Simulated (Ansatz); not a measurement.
```yaml
crystal:
  periodic: [false, false, false]
  atoms:
    - {symbol: C, position_ang: [-1.942327, -0.954597, 1.276253]}
    - {symbol: Se, position_ang: [-0.061934, -0.123969, 2.012659]}
    - {symbol: B, position_ang: [0.948608, 0.429462, 0.157105]}
    - {symbol: N, position_ang: [2.368087, 1.078164, 0.277136]}
    - {symbol: Ga, position_ang: [0.087160, 0.134536, -2.014346]}
    - {symbol: H, position_ang: [-2.567754, -0.111432, 0.659603]}
    - {symbol: H, position_ang: [-1.732236, -1.924934, 0.571492]}
    - {symbol: H, position_ang: [-2.576049, -1.294385, 2.260967]}
    - {symbol: H, position_ang: [2.961571, 1.394142, -0.626727]}
    - {symbol: H, position_ang: [2.900549, 1.277601, 1.253141]}
    - {symbol: H, position_ang: [-1.475534, -0.564993, -2.443495]}
    - {symbol: H, position_ang: [1.089859, 0.660415, -3.383790]}
basis:
  gaussian: {orbitals: def2-SVP}
hamiltonian: {xc: {name: B3LYP5}}
scf: {max_iter: 3}
```

```sh
$ ansatz run in.yaml --threads 2 --pin off --events-out ev --progress --plain --max-ram 22528MiB --backend cpu
```

Output, abridged:

```
Error: invalid value for `basis.gaussian`: such a run doesn't read scf.max_iter; remove what it names
```

In this input the input holds a key that doesn't belong there. The input was rejected before any iteration.
